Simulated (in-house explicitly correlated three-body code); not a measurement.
Results of a calculation; reference values are marked as such.
# Two electrons around a charge Z: errors of exchange and correlation functionals on the exact density

The exact non-relativistic ground state comes from a variational code in 260 exponentially correlated functions, the Kohn-Sham parts from inverting its density (past Z = 6 the correlation energy is taken as exact minus Hartree-Fock, equal to within microhartrees), and self-consistent runs (Hartree-Fock is restricted) from a B-spline radial code. Z may be fractional; the second electron is bound down to Z = 0.911.

Each entry is functional minus exact.

| Z | SCAN x (mEh) | SCAN c (mEh) | BLYP x (mEh) | BLYP c (mEh) | RPBE x (mEh) | RPBE c (mEh) |
| --- | --- | --- | --- | --- | --- | --- |
| 1.01 | -10.92 | +11.70 | -13.66 | +11.55 | -17.49 | +10.94 |
| 1.255 | -7.21 | +7.00 | -7.30 | +4.50 | -11.37 | +4.59 |
| 1.64 | ? | ? | ? | ? | ? | ? |
| 1.96 | -5.23 | +4.28 | -0.62 | -1.50 | -6.40 | +0.38 |
| 2.48 | -4.82 | +3.61 | +2.83 | -3.16 | -4.37 | -0.64 |
| 3.1 | -4.57 | +3.13 | +6.60 | -4.16 | -2.33 | -1.28 |
| 4 | ? | ? | ? | ? | ? | ? |
| 4.9 | -4.27 | +2.41 | +16.92 | -4.98 | +2.89 | -1.98 |
| 6.7 | -4.14 | +2.03 | +26.98 | -4.93 | +7.81 | -2.18 |
| 8.1 | -4.09 | +1.84 | +34.74 | -4.76 | +11.57 | -2.22 |

Problem. What belongs in the row Z = 1.64?

Solution. SCAN x (mEh): -5.73; SCAN c (mEh): +5.01; BLYP x (mEh): -3.10; BLYP c (mEh): +0.31; RPBE x (mEh): -8.04; RPBE c (mEh): +1.54.

Problem. What belongs in the row Z = 4?

Solution. SCAN x (mEh): -4.38; SCAN c (mEh): +2.70; BLYP x (mEh): +11.82; BLYP c (mEh): -4.78; RPBE x (mEh): +0.35; RPBE c (mEh): -1.75.

Problem. How do the exchange errors scale with Z?

Solution. SCAN +2.81 % in the size of E_x at Z = 1.01 and +0.08 % at 8.1; BLYP +3.52 % in the size of E_x at Z = 1.01 and -0.72 % at 8.1; RPBE +4.51 % in the size of E_x at Z = 1.01 and -0.24 % at 8.1. Exchange scales linearly under uniform scaling of the density, so its relative error changes only with the density's shape.
